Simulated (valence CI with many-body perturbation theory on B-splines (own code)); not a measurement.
## Ir64+: electric-dipole lines

Computed by relativistic CI+MBPT: three valence electrons over a frozen Dirac-Fock core [Ne], a basis of 11 s, 11 p, 9 d, 7 f, 5 g, 2 h, 1 i functions for each j, with the one-electron correlation potential Σ1 (screened to all orders), the two-electron term Σ2, the three-electron term Σ3, Breit, model QED; selected single and double excitations, second order for the rest (own B-spline code, finite nucleus).

The last digits are not significant, and no measured levels were compared; by estimate large intervals hold to a few tenths of a per cent, small ones and those within an open d or f shell to about a per cent.

Lines 201 to 250 of 280 in falling wavelength, among levels below 1669.6 eV, chosen from the strongest by gf and those to the six lowest levels. Wavelengths and rates use the calculated energies. Electric multipoles are in the length gauge, E1 and E2 with the static RPA response of the core. Weak lines are less certain than strong ones. Lines between different terms over intervals too small for the method are left out, as are lines whose strength nearly cancels. The highest levels of a list are the least certain.

Levels are named by their leading jj configuration (3d3/2^4 stands for four electrons in 3d with j = 3/2), which in mixed levels can hold well under half, so a name can repeat and another be missing. Letters in brackets count levels of one name in rising energy.

```tsv
λ vac (nm)	Upper	Lower	A (s⁻¹)	S (a.u.) with core polarisation	S without
1.807	(3s 3d3/2 3d5/2) J=3/2 [a]	(3s 3p1/2 3d5/2) J=5/2 [a]	2.22e+12	2.58e-02	2.62e-02
1.807	(3s^2 3d3/2) J=3/2	(3s^2 3p1/2) J=1/2	5.14e+12	5.99e-02	6.08e-02
1.803	(3s 3d3/2^2) J=1/2	(3s 3p1/2 3d3/2) J=1/2	2.92e+12	1.69e-02	1.71e-02
1.802	(3s 3d3/2 3d5/2) J=5/2 [b]	(3s 3p1/2 3d5/2) J=7/2	2.25e+11	3.90e-03	3.95e-03
1.801	(3s 3d3/2 3d5/2) J=1/2	(3s 3p1/2 3d5/2) J=3/2	4.28e+12	2.47e-02	2.50e-02
1.796	(3s 3p3/2 3d3/2) J=5/2 [b]	(3s 3p1/2 3p3/2) J=3/2 [b]	9.51e+11	1.63e-02	1.66e-02
1.790	(3s 3d3/2^2) J=3/2	(3s 3p1/2 3d3/2) J=3/2 [b]	2.55e+12	2.88e-02	2.93e-02
1.783	(3s 3d3/2^2) J=5/2	(3s 3p1/2 3d3/2) J=5/2	2.47e+12	4.14e-02	4.20e-02
1.781	(3s 3p3/2 3d3/2) J=1/2 [b]	(3s 3p1/2 3p3/2) J=3/2 [b]	3.13e+10	1.74e-04	1.77e-04
1.774	(3s 3p3/2 3d3/2) J=3/2 [b]	(3s 3p1/2 3p3/2) J=5/2	6.32e+08	6.96e-06	7.07e-06
1.768	(3p1/2^2 3d5/2) J=5/2	(3s^2 3p3/2) J=3/2	1.71e+08	2.80e-06	2.84e-06
1.763	(3s 3d3/2 3d5/2) J=5/2 [b]	(3s 3p1/2 3d5/2) J=5/2 [a]	2.11e+11	3.42e-03	3.47e-03
1.755	(3s 3d3/2^2) J=3/2	(3s 3p1/2 3d3/2) J=3/2 [a]	2.81e+11	3.00e-03	3.04e-03
1.742	(3s 3p3/2 3d3/2) J=5/2 [b]	(3s 3p1/2 3p3/2) J=5/2	3.45e+11	5.40e-03	5.47e-03
1.726	(3s 3p3/2 3d3/2) J=3/2 [b]	(3s 3p1/2 3p3/2) J=3/2 [a]	5.69e+10	5.78e-04	5.87e-04
1.696	(3s 3p3/2 3d3/2) J=5/2 [b]	(3s 3p1/2 3p3/2) J=3/2 [a]	1.10e+10	1.59e-04	1.61e-04
1.682	(3s 3p3/2 3d3/2) J=1/2 [b]	(3s 3p1/2 3p3/2) J=3/2 [a]	3.93e+09	1.84e-05	1.87e-05
1.674	(3s 3p3/2 3d5/2) J=5/2 [a]	(3s 3p1/2 3p3/2) J=3/2 [b]	5.36e+10	7.44e-04	7.55e-04
1.646	(3s 3p3/2 3d5/2) J=3/2 [a]	(3s 3p1/2 3p3/2) J=3/2 [b]	1.25e+11	1.10e-03	1.12e-03
1.626	(3s 3p3/2 3d5/2) J=5/2 [a]	(3s 3p1/2 3p3/2) J=5/2	1.10e+11	1.41e-03	1.43e-03
1.608	(3s 3p3/2 3d5/2) J=7/2 [a]	(3s 3p1/2 3p3/2) J=5/2	1.11e+11	1.81e-03	1.84e-03
1.600	(3s 3p3/2 3d5/2) J=3/2 [a]	(3s 3p1/2 3p3/2) J=5/2	6.42e+08	5.19e-06	5.28e-06
1.594	(3s 3p1/2 3d5/2) J=3/2	(3s 3p1/2^2) J=1/2	3.44e+11	2.75e-03	2.79e-03
1.590	(3s 3p3/2 3d5/2) J=1/2	(3s 3p1/2 3p3/2) J=3/2 [b]	1.04e+11	4.15e-04	4.21e-04
1.586	(3s 3p3/2 3d5/2) J=5/2 [a]	(3s 3p1/2 3p3/2) J=3/2 [a]	2.36e+09	2.79e-05	2.83e-05
1.567	(3s 3p3/2 3d5/2) J=3/2 [b]	(3s 3p1/2 3p3/2) J=3/2 [b]	1.26e+08	9.57e-07	9.69e-07
1.566	(3s 3p3/2 3d5/2) J=7/2 [b]	(3s 3p1/2 3p3/2) J=5/2	3.85e+10	5.84e-04	5.92e-04
1.563	(3s 3p3/2 3d5/2) J=5/2 [b]	(3s 3p1/2 3p3/2) J=3/2 [b]	5.88e+10	6.65e-04	6.74e-04
1.561	(3s 3p3/2 3d5/2) J=3/2 [a]	(3s 3p1/2 3p3/2) J=3/2 [a]	4.88e+10	3.66e-04	3.72e-04
1.525	(3s 3p3/2 3d5/2) J=3/2 [b]	(3s 3p1/2 3p3/2) J=5/2	4.47e+10	3.13e-04	3.17e-04
1.521	(3s 3p3/2 3d5/2) J=5/2 [b]	(3s 3p1/2 3p3/2) J=5/2	2.77e+10	2.88e-04	2.92e-04
1.511	(3s 3p3/2 3d5/2) J=1/2	(3s 3p1/2 3p3/2) J=3/2 [a]	7.90e+08	2.69e-06	2.73e-06
1.490	(3s 3p3/2 3d5/2) J=3/2 [b]	(3s 3p1/2 3p3/2) J=3/2 [a]	2.46e+09	1.61e-05	1.63e-05
1.486	(3s 3p3/2 3d5/2) J=5/2 [b]	(3s 3p1/2 3p3/2) J=3/2 [a]	1.82e+10	1.76e-04	1.79e-04
1.242	(3p1/2 3p3/2 3d3/2) J=5/2 [a]	(3s^2 3p3/2) J=3/2	1.12e+08	6.36e-07	6.47e-07
1.231	(3p1/2 3p3/2 3d3/2) J=3/2 [a]	(3s^2 3p3/2) J=3/2	4.81e+04	1.77e-10	1.95e-10
1.228	(3p1/2 3p3/2 3d3/2) J=1/2 [a]	(3s^2 3p3/2) J=3/2	9.40e+06	1.72e-08	1.75e-08
1.208	(3p1/2^2 3d3/2) J=3/2	(3s^2 3p1/2) J=1/2	4.07e+08	1.42e-06	1.45e-06
1.201	(3p1/2 3d3/2^2) J=5/2	(3s 3p1/2 3p3/2) J=3/2 [b]	1.11e+09	5.69e-06	5.80e-06
1.193	(3p1/2 3p3/2 3d3/2) J=3/2 [b]	(3s^2 3p3/2) J=3/2	7.53e+06	2.53e-08	2.69e-08
1.192	(3p1/2 3p3/2 3d3/2) J=5/2 [b]	(3s^2 3p3/2) J=3/2	4.44e+08	2.23e-06	2.27e-06
1.188	(3p1/2 3p3/2 3d3/2) J=1/2 [b]	(3s^2 3p3/2) J=3/2	5.28e+06	8.73e-09	8.15e-09
1.176	(3p1/2 3d3/2^2) J=5/2	(3s 3p1/2 3p3/2) J=5/2	2.37e+08	1.14e-06	1.16e-06
1.169	(3p1/2 3p3/2^2) J=3/2	(3s 3p1/2^2) J=1/2	2.02e+08	6.37e-07	6.44e-07
1.161	(3s 3d3/2^2) J=3/2	(3s^2 3p3/2) J=3/2	2.96e+07	9.15e-08	9.27e-08
1.155	(3p1/2 3d3/2^2) J=5/2	(3s 3p1/2 3p3/2) J=3/2 [a]	9.21e+07	4.20e-07	4.27e-07
1.150	(3s 3p3/2^2) J=1/2	(3s^2 3p1/2) J=1/2	8.17e+09	1.23e-05	1.24e-05
1.149	(3p1/2 3p3/2^2) J=1/2	(3s 3p1/2^2) J=1/2	6.23e+09	9.33e-06	9.45e-06
1.145	(3s 3d3/2^2) J=5/2	(3s^2 3p3/2) J=3/2	1.45e+09	6.44e-06	6.54e-06
1.143	(3s 3p3/2^2) J=3/2	(3s^2 3p1/2) J=1/2	2.52e+09	7.41e-06	7.52e-06
```
